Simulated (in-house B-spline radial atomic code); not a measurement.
**How G0W0 and RPA depend on the start: P4+**

Configuration [Ne] 3s1, highest spin. Computed with a B-spline radial code for spherical atoms: all electrons, scalar-relativistic (spin-free one-electron X2C), finite nucleus, each spin shell either full or empty, empty states to l = 9 with an (l + 1/2)⁻⁴ tail; G0W0 by contour deformation at full frequency.

RPA overbinds a lone outer s electron by self-correlation, and G0W0 tends to as well.

```json
{"start": "Hartree-Fock", "mean-field 3s up (eV)": "-64.61", "G0W0 (eV)": "-65.75", "QP weight": "0.982", "RPA correlation (Eh)": "-0.59891"}
{"start": "LDA VWN5", "mean-field 3s up (eV)": "-59.65", "G0W0 (eV)": "-66.15", "QP weight": "0.964", "RPA correlation (Eh)": "-0.6658"}
{"start": "PBE", "mean-field 3s up (eV)": "-59.54", "G0W0 (eV)": "-66.10", "QP weight": "0.964", "RPA correlation (Eh)": "-0.66457"}
{"start": "PBE0", "mean-field 3s up (eV)": "-60.94", "G0W0 (eV)": "?", "QP weight": "?", "RPA correlation (Eh)": "?"}
{"start": "r2SCAN", "mean-field 3s up (eV)": "-59.83", "G0W0 (eV)": "-66.05", "QP weight": "0.967", "RPA correlation (Eh)": "-0.65273"}
{"start": "HSE06", "mean-field 3s up (eV)": "-60.57", "G0W0 (eV)": "-66.02", "QP weight": "0.969", "RPA correlation (Eh)": "-0.64754"}
{"start": "B3LYP (VWN-RPA)", "mean-field 3s up (eV)": "-60.87", "G0W0 (eV)": "-66.03", "QP weight": "0.970", "RPA correlation (Eh)": "-0.64988"}
{"start": "SCAN", "mean-field 3s up (eV)": "-59.86", "G0W0 (eV)": "-66.05", "QP weight": "0.967", "RPA correlation (Eh)": "-0.65237"}
{"start": "TPSS", "mean-field 3s up (eV)": "-59.51", "G0W0 (eV)": "-66.08", "QP weight": "0.965", "RPA correlation (Eh)": "-0.66018"}
{"start": "BHandHLYP", "mean-field 3s up (eV)": "-62.37", "G0W0 (eV)": "?", "QP weight": "?", "RPA correlation (Eh)": "?"}
{"start": "CAM-B3LYP", "mean-field 3s up (eV)": "-62.65", "G0W0 (eV)": "-65.95", "QP weight": "0.975", "RPA correlation (Eh)": "-0.64182"}
{"start": "LC-wPBE", "mean-field 3s up (eV)": "-64.14", "G0W0 (eV)": "-65.92", "QP weight": "0.979", "RPA correlation (Eh)": "-0.64186"}
{"start": "wB97X", "mean-field 3s up (eV)": "-63.29", "G0W0 (eV)": "-65.87", "QP weight": "0.979", "RPA correlation (Eh)": "-0.63737"}
{"start": "PBEsol", "mean-field 3s up (eV)": "-59.47", "G0W0 (eV)": "-66.12", "QP weight": "0.964", "RPA correlation (Eh)": "-0.66473"}
{"start": "BLYP", "mean-field 3s up (eV)": "-59.62", "G0W0 (eV)": "-66.11", "QP weight": "0.964", "RPA correlation (Eh)": "-0.66536"}
{"start": "r2SCAN0", "mean-field 3s up (eV)": "-61.15", "G0W0 (eV)": "-65.97", "QP weight": "0.972", "RPA correlation (Eh)": "-0.63781"}
{"start": "LDA exchange-only", "mean-field 3s up (eV)": "-58.74", "G0W0 (eV)": "-66.14", "QP weight": "0.965", "RPA correlation (Eh)": "-0.66555"}
```

Q: What G0W0 level, weight and RPA correlation energy follow from the PBE0 start?

A: G0W0 level -66.00 eV, weight 0.971, RPA correlation -0.64551 hartree.

Q: What G0W0 level, weight and RPA correlation energy follow from the BHandHLYP start?

A: G0W0 level -65.91 eV, weight 0.976, RPA correlation -0.62916 hartree.

Q: How much of the dependence on the start does G0W0 remove?

A: The mean-field levels span 5.88 eV and the G0W0 levels 0.401 eV. Against 65.025 eV (NIST, measured) the G0W0 removal energies are off by +0.72 to +1.12 eV, with spin-orbit coupling, Breit and QED terms left out.
